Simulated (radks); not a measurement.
All-electron atom: the mercury ion Hg+ in [Xe] 4f14 5d10 6p(1/2: 1, 3/2: 0) (not the ground configuration).

Calculated with a radial shooting solver on a logarithmic mesh with Libxc functionals: Dirac Kohn-Sham, BLYP, spin-unpolarised, spherical densities, finite nucleus; Fermi nuclear charge, rms radius 5.4648 fm.

Energy parts (eV):
part                       energy
total                  -534915.34
kinetic                 616677.24
electron-nucleus      -1348305.77
Hartree                 206900.72
exchange-correlation    -10187.53

Orbitals (lengths in bohr, moments of r in powers of bohr; <r^-3> diverges for s and p1/2):
| orbital | occ. | eigenvalue (eV) | <r^2> | <r> | <r^-3> |
|---|---|---|---|---|---|
| 1s1/2 | 2 | -83014.29 | 0.0003810 | 0.01659 | - |
| 2s1/2 | 2 | -14710.41 | 0.005741 | 0.06926 | - |
| 2p1/2 | 2 | -14119.57 | 0.004053 | 0.05692 | - |
| 2p3/2 | 4 | -12171.44 | 0.005239 | 0.06559 | 21440 |
| 3s1/2 | 2 | -3498.140 | 0.03725 | 0.1801 | - |
| 3p1/2 | 2 | -3230.837 | 0.03392 | 0.1704 | - |
| 3p3/2 | 4 | -2799.358 | 0.04031 | 0.1863 | 5011 |
| 3d3/2 | 4 | -2354.828 | 0.03086 | 0.1621 | 876.6 |
| 3d5/2 | 6 | -2262.360 | 0.03259 | 0.1670 | 723.2 |
| 4s1/2 | 2 | -776.8517 | 0.1800 | 0.3992 | - |
| 4p1/2 | 2 | -662.0547 | 0.1833 | 0.4011 | - |
| 4p3/2 | 4 | -557.8300 | 0.2155 | 0.4354 | 1214 |
| 4d3/2 | 4 | -369.7428 | 0.2264 | 0.4425 | 191.2 |
| 4d5/2 | 6 | -350.3126 | 0.2378 | 0.4537 | 154.1 |
| 4f5/2 | 6 | -108.2568 | 0.2774 | 0.4793 | 32.70 |
| 4f7/2 | 8 | -104.0635 | 0.2853 | 0.4861 | 31.03 |
| 5s1/2 | 2 | -128.2105 | 0.9135 | 0.9023 | - |
| 5p1/2 | 2 | -90.2857 | 1.067 | 0.9716 | - |
| 5p3/2 | 4 | -71.9653 | 1.292 | 1.069 | 209.2 |
| 5d3/2 | 4 | -21.1528 | 2.411 | 1.431 | 19.29 |
| 5d5/2 | 6 | -19.2614 | 2.625 | 1.491 | 14.91 |
| 6p1/2 | 1 | -9.1643 | 11.25 | 3.136 | - |
| 6p3/2 | 0 | -7.8908 | 13.93 | 3.495 | 14.21 |

The highest occupied level is 6p1/2 at -9.164 eV. The electron density at the nucleus is 2.325e+06 e/bohr^3. Summed over all electrons, <r^2> = 54.30 bohr^2, which gives a Langevin (diamagnetic) susceptibility term of -43 x 10^-6 cm^3/mol.
